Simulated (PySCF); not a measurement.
Species: C₇H₁₂BN.
Geometry (PBE0-D3(BJ)/def2-SVP, Å), atoms numbered from 1 in this order:
```
atom  x, y, z in Å
C1     4.265    1.164    0.577
C2     3.383    0.104    0.113
C3     2.661   -0.795   -0.282
B4     1.741   -1.954   -0.791
N5     0.263   -1.514   -0.578
C6    -0.822   -1.171   -0.413
C7    -2.174   -0.697   -0.185
C8    -2.211    0.695    0.457
C9    -3.635    1.168    0.688
H10    4.914    1.535   -0.233
H11    4.920    0.818    1.393
H12    3.693    2.026    0.959
H13    1.823   -2.173   -1.994
H14    1.843   -2.997   -0.155
H15   -2.688   -1.437    0.452
H16   -2.700   -0.697   -1.155
H17   -1.671    1.402   -0.193
H18   -1.656    0.665    1.408
H19   -4.199    1.229   -0.256
H20   -4.182    0.488    1.360
H21   -3.644    2.167    1.146
```

The closed-shell ground state was solved at several levels (PySCF, density fitting, gas phase, non-relativistic).

| level | basis functions | total energy (Eh) | HOMO (eV) | LUMO (eV) | gap (eV) | dipole (D) |
| --- | --- | --- | --- | --- | --- | --- |
| PBE0/pcSseg-1 | 213 | -353.0213 | -6.04 | -0.59 | 5.45 | 8.05 |
| PBE0/def2-SVPD | 276 | -352.8268 | -6.07 | -0.60 | 5.47 | 7.97 |

(1) Estimate the row for CAM-B3LYP/pcSseg-1, a basis of 213 functions; the other rows only guide the guess.

(2) Over all these levels, which gives the widest orbital gap and which the narrowest?

(3) How far do the dipole and the HOMO energy spread over the levels?

## Answers

(1) Total energy -353.2610 Eh, HOMO -7.32 eV, LUMO 0.54 eV, gap 7.86 eV, dipole 8.21 D.

(2) CAM-B3LYP/pcSseg-1 (range-separated hybrid) has the widest, 7.86 eV, and PBE0/pcSseg-1 (global hybrid, 25 % exact exchange) the narrowest, 5.45 eV. The two share the basis. From the narrowest to the widest the HOMO moves by -1.28 eV and the LUMO by +1.13 eV.

(3) The dipole runs from 7.97 to 8.21 D (mean 8.08 D) and the HOMO from -7.32 to -6.04 eV.

One conformer stands for the species.
